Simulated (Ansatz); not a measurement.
Results of the Gaussian-basis code of Ansatz.

Basis-set series for GaGeH6NO. The species carries charge 0 and has multiplicity 1. The bonds changed during the relaxation, so this is another structure than the one it started from. All single points use the PBE0-D4/def2-TZVP geometry. It is one conformer, not always the lowest.

| atom | x (Å) | y (Å) | z (Å) |
| --- | --- | --- | --- |
| N1 | 0.0797 | -0.3785 | 1.0980 |
| Ge2 | -0.7112 | -0.7792 | -0.5776 |
| Ga3 | 1.4496 | 1.5273 | 1.0716 |
| O4 | 0.8377 | 1.5561 | -0.6891 |
| H5 | 0.6318 | -1.1635 | 1.4309 |
| H6 | -0.6363 | -0.2318 | 1.8035 |
| H7 | -1.6726 | 0.3451 | -0.9463 |
| H8 | -1.5263 | -2.0790 | -0.3528 |
| H9 | 0.3974 | -1.0626 | -1.5854 |
| H10 | 1.1502 | 2.2662 | -1.2528 |

```
functional       basis  functions  energy (Eh)  HOMO (eV)  LUMO (eV)
   PBE0-D4    def2-SVP        122  -4134.21775      -5.56      -0.29
   PBE0-D4  def2-TZVPP        242  -4134.89000      -5.69      -0.44
   ωB97M-V    def2-SVP        122  -4134.59939      -7.66       1.45
   ωB97M-V  def2-TZVPP        242  -4135.27493      -7.80       1.24
```

(1) Give the rows for def2-QZVPP. (An estimate is asked.)

Answers

(1) The calculation gave: 
```tsv
functional	basis	functions	energy (Eh)	HOMO (eV)	LUMO (eV)
PBE0-D4	def2-QZVPP	472	-4134.98650	-5.74	-0.57
ωB97M-V	def2-QZVPP	472	-4135.36866	-7.86	0.88
```

Positive LUMOs are unbound and depend on the basis. Scalar relativity is left out up to krypton.
